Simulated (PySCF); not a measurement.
C4H9N, SMILES C=CCCN (GFN2-xTB optimised geometry):

```
14

C      2.012    -0.550    -2.177
C      1.367     0.154    -1.266
C      0.809    -0.413     0.000
C     -0.737    -0.413     0.000
N     -1.367     0.891     0.000
H      2.198    -1.604    -2.048
H      2.386    -0.108    -3.084
H      1.200     1.213    -1.422
H      1.157     0.179     0.852
H      1.156    -1.439     0.129
H     -1.094    -0.954    -0.880
H     -1.086    -0.943     0.891
H     -1.135     1.399    -0.847
H     -1.045     1.439     0.791
```

Calculation: CAM-B3LYP/def2-TZVP in PySCF.

### Question
What are the frontier orbital energies and the dipole moment?

### Answer
HOMO-2 -10.81 eV, HOMO-1 -9.08 eV, HOMO -8.17 eV, LUMO 1.26 eV, LUMO+1 2.10 eV; dipole moment 1.16 D.

Meta-Löwdin charges at CAM-B3LYP/def2-TZVP: C1 -0.27, C2 -0.10, C3 -0.21, C4 -0.08, N5 -0.51, H6 0.11, H7 0.12, H8 0.10, H9 0.10, H10 0.10, H11 0.11, H12 0.11, H13 0.21, H14 0.21.
